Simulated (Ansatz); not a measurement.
Cost against result

Saddle point of SiH₃ClF₂, singlet (SiHClF₂ ([F][SiH]([F])[Cl]) + H₂ → SiH₂F₂ ([F][SiH2][F]) + HCl; bonds formed: Si1–H7, Cl2–H6; bonds broken: Si1–Cl2, H6–H7), PBE0-D4/def2-TZVP structure:

Si1  (-0.405, 0.237, 0.123)
Cl2  (1.942, 0.499, -0.405)
F3  (-0.796, 0.876, -1.261)
F4  (-1.749, -0.528, 0.529)
H5  (-0.151, 1.056, 1.304)
H6  (0.974, -0.831, -0.231)
H7  (0.185, -1.310, -0.060)
(Å)

Barriers are electronic and count from the start structure reached by relaxing down the imaginary mode.

Ansatz 0.2.0; basis: as named in each row; cores frozen in the correlated methods. B3LYP uses VWN-RPA correlation. Extrapolation: Hartree–Fock as exp(−7.88 √X), correlation as X^−2.97.

Times are rough, for one single point on 4 threads of a shared host (Arm Neoverse V2).

The estimate by CCSD(T) at an estimated basis limit (MP2 extrapolated from triple and quadruple zeta, plus CCSD(T) − MP2 in triple zeta) is 236.6 kJ/mol.

```
      method       basis  time (s)  barrier (kJ/mol)  method less estimate
          HF      STO-3G   under 1             427.3                 190.7
      PBE-D4      STO-3G   under 1             279.5                  42.9
       SPW92    def2-SVP   under 1             157.4                 -79.2
    B3LYP-D4       6-31G   under 1             241.5                   4.9
      PBE-D4    def2-SVP   under 1             190.4                 -46.2
     PBE0-D4    def2-SVP   under 1             207.3                 -29.3
       SPW92  def2-TZVPP   under 1             160.7                 -75.9
      PBE-D4  def2-TZVPP         1             196.7                 -40.0
     BLYP-D4  def2-TZVPP         1             218.2                 -18.5
     CCSD(T)    def2-SVP         1             251.2                  14.6
    BHLYP-D4  def2-TZVPP         1             246.1                   9.5
     PBE0-D4  def2-TZVPP         2             212.6                 -24.0
    B3LYP-D4  def2-TZVPP         2             228.1                  -8.5
CAM-B3LYP-D4  def2-TZVPP         2             232.0                  -4.6
   r2SCAN-D4  def2-TZVPP         2             212.0                 -24.6
  RPA on PBE  def2-TZVPP         3             241.0                   4.4
      B2PLYP  def2-TZVPP         3             235.7                  -0.9
    PBE-QIDH  def2-TZVPP         3             229.3                  -7.3
     wB97M-V    def2-SVP         3             221.0                 -15.6
  r2SCAN0-D4  def2-TZVPP         3             222.1                 -14.5
     wB97X-V  def2-TZVPP         4             233.6                  -3.0
      B97M-V  def2-TZVPP         4             225.6                 -11.0
     wB97M-V  def2-TZVPP         6             230.5                  -6.1
         MP2  def2-QZVPP         8             238.1                   1.4
     CCSD(T)  def2-TZVPP        37             240.7                   4.1
```

All methods are single points on the PBE0-D4 structures.

The T1 diagnostic stays at or below 0.013.

Labels in which every atom is bracketed show which atoms are joined, not bond orders.
